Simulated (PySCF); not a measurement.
# Exact mass, isotope pattern and composition

Species: `O=C(O)C1=[C]OC=C1` [radical].

Calculated from isotope tables alone.

Question: What are the average molar mass and the monoisotopic mass?

Answer: For C5H3O3, with standard atomic weights, 3 × 15.999 + 5 × 12.011 + 3 × 1.008 = 111.076 g/mol. From the most abundant isotopes (16O, 12C, 1H), 3 × 15.994915 + 5 × 12.000000 + 3 × 1.007825 = 111.0082 u.

Question: What cluster does the singly charged cation M+ show when like nominal masses merge?

Answer: 
| nominal mass | m/z (centroid) | relative intensity |
| --- | --- | --- |
| 111 | 111.0077 | 100.0 |
| 112 | 112.0111 | 5.6 |
| 113 | 113.0123 | 0.7 |

Cut off at 0.1 %. One electron mass, 0.00055 u, is taken off.

Question: What share of all molecules is the monoisotopic species?

Answer: 0.99757^3 × 0.9893^5 × 0.999885^3 = 94.04 %.

Question: Give the mass fraction of each element.

Answer: O 43.21 %, C 54.07 %, H 2.72 %.

Question: What resolving power m/Δm just matches the spacing of the species with one 13C and with one 17O?

Answer: They lie 0.00086 u apart at mass 112.01, so m/Δm is about 130000.

Question: How much CO2 and H2O would complete combustion of 2.00 mg give?

Answer: 18.01 μmol of compound give 3.96 mg CO2 and 0.49 mg H2O.
